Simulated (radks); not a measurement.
The hafnium ion Hf+ inside a hard spherical wall (all orbitals vanish at R), configuration held at [Xe] 4f14 5d1 6s2 and not refilled when levels cross. Calculated with a radial shooting solver on a logarithmic mesh with Libxc functionals: scalar-relativistic Kohn-Sham, PBE, spin-polarised, spherical densities, point nucleus; open shells are filled with parallel spins first (spin-orbit coupling, left out, can overturn this in heavy ions). Eigenvalues in eV for spin up, with the zero of energy where the potential of the charges vanishes at infinity; a dash marks a level that is unbound or too diffuse for the functional's potential to be trusted. A positive occupied level is held by the wall or, in an anion where self-interaction has pushed it up, behind a barrier. The pressure on the wall is -dE/dV.

\begin{tabular}{lrrrrrrrrr}
R (bohr) & E (hartree) & kinetic (hartree) & e(5p) & e(4f) & e(6s) & e(5d) & e(6p, empty) & e(7s, empty) & pressure (GPa) \\ \hline
free & -15077.9842 & 16523.209 & -44.948 & -26.161 & -12.068 & -10.974 & -7.042 & - & 0 \\
20 & -15077.9842 & 16523.209 & -44.948 & -26.161 & -12.068 & -10.974 & -7.042 & - & < 0.0001 \\
15 & -15077.9842 & 16523.209 & -44.948 & -26.161 & -12.068 & -10.974 & -7.042 & - & < 0.0001 \\
10 & -15077.9842 & 16523.210 & -44.942 & -26.155 & -12.063 & -10.969 & -7.019 & -2.590 & 0.00284 \\
8 & -15077.9825 & 16523.229 & -44.863 & -26.073 & -11.997 & -10.900 & -6.823 & -0.678 & 0.0947 \\
7 & -15077.9767 & 16523.280 & -44.670 & -25.873 & -11.819 & -10.730 & -6.414 & 1.785 & 0.519 \\
4 & -15077.5049 & 16525.532 & -40.095 & -20.852 & -3.912 & -5.813 & 6.326 & 42.916 & 98.7 \\
3.5 & -15076.9935 & 16527.630 & -37.453 & -17.780 & 3.119 & -2.303 & 16.332 & 68.840 & 285 \\
2.5 & -15072.5932 & 16544.778 & -22.424 & -0.799 & 51.239 & 19.155 & 76.981 & 204.12 & 3910 \\
2 & -15062.5038 & 16580.846 & 4.336 & 24.886 & 136.58 & 55.906 & 174.92 & 399.71 & 20800 \\
\end{tabular}
